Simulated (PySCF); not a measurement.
Two species compared at the same levels of theory.

First species: C₅H₆FPSSi.
SMILES: `F/C([SiH3])=P\c1ccsc1`

Second species: C4H5N3Si.
SMILES with atom numbers: `[CH:1]#[C:2][c:3]1[cH:4][n:5][n:6]([SiH3:7])[n:8]1` (hydrogens: H9 on C1; H10 on C4; H11, H12, H13 on Si7)

Structure used (GFN2-xTB), in Å, numbered top down from 1:
```xyz
13
C4H5N3Si angstrom
C     -3.5956    0.5022    0.3008
C     -2.4342    0.2296    0.1696
C     -1.0867   -0.1290   -0.0009
C     -0.5616   -1.3581   -0.4718
N      0.7485   -1.2631   -0.4739
N      1.0187   -0.0446   -0.0268
Si     2.6470    0.6149    0.1226
N     -0.0561    0.6632    0.2651
H     -4.6067    0.7540    0.4195
H     -1.0765   -2.2428   -0.7836
H      2.8405    1.5422   -0.9913
H      2.6604    1.2969    1.4124
H      3.4980   -0.5648    0.0408
```

Levels: CAM-B3LYP/def2-SVPD for dipole moment, HOMO energy, LUMO energy, HOMO–LUMO gap, static isotropic polarisability and electronic spatial extent ⟨r²⟩ about the centre of nuclear charge; TDDFT CAM-B3LYP/def2-SVPD for lowest singlet excitation; TDA CAM-B3LYP/def2-SVPD for lowest triplet excitation (Tamm–Dancoff); GFN2-xTB for rotational constant A and rotational constant C. Geometries: GFN2-xTB. All species are isolated and taken at one optimised geometry, non-relativistic unless stated. Electronic properties by PySCF.

Dipoles, sizes and rotational constants follow the conformer. The torsions of the flexible species, by atom-mapped SMILES:
- `[F:1]/[C:2]([SiH3:3])=[P:4]\[c:5]1[cH:6][cH:7][s:8][cH:9]1`: C2–P4–C5–C6 95°

| property | column X | column Y |
| --- | --- | --- |
| dipole moment | 0.44 D | 0.55 D |
| HOMO energy | -8.25 eV | -8.58 eV |
| LUMO energy | -0.81 eV | 0.11 eV |
| HOMO–LUMO gap | 7.44 eV | 8.69 eV |
| lowest singlet excitation | 4.29 eV | 5.72 eV |
| lowest triplet excitation (Tamm–Dancoff) | 2.60 eV | 4.09 eV |
| static isotropic polarisability | 130.9 au | 92.3 au |
| electronic spatial extent ⟨r²⟩ about the centre of nuclear charge | 2394 bohr² | 1297 bohr² |
| rotational constant A | 2.884 GHz | 5.834 GHz |
| rotational constant C | 0.459 GHz | 0.847 GHz |

Question: Which column belongs to which species?

Answer: Column X is the first species and column Y the second. The first has 15 atoms and 90 electrons, the second 13 and 64.

Question: How does each property change from the first species to the second?

Answer: dipole moment +0.11 D; HOMO energy -0.33 eV; LUMO energy +0.92 eV; HOMO–LUMO gap +1.25 eV; lowest singlet excitation +1.43 eV; lowest triplet excitation (Tamm–Dancoff) +1.49 eV; static isotropic polarisability -38.6 au; electronic spatial extent ⟨r²⟩ about the centre of nuclear charge -1097 bohr²; rotational constant A +2.950 GHz; rotational constant C +0.388 GHz.

On the first: The principal polarisabilities are 103.4, 110.4 and 178.7 au; their mean is the isotropic value. GFN2-xTB frequencies show an imaginary mode (34i cm⁻¹), so this geometry is no minimum at that level.

On the second: The polarisability is 13.68 Å³ as a volume (1 au = 0.148185 Å³), or 1.44 au for each of the 64 electrons. S1 lies 2.97 eV below the HOMO–LUMO gap; its leading configuration is HOMO→LUMO, weight 0.86.
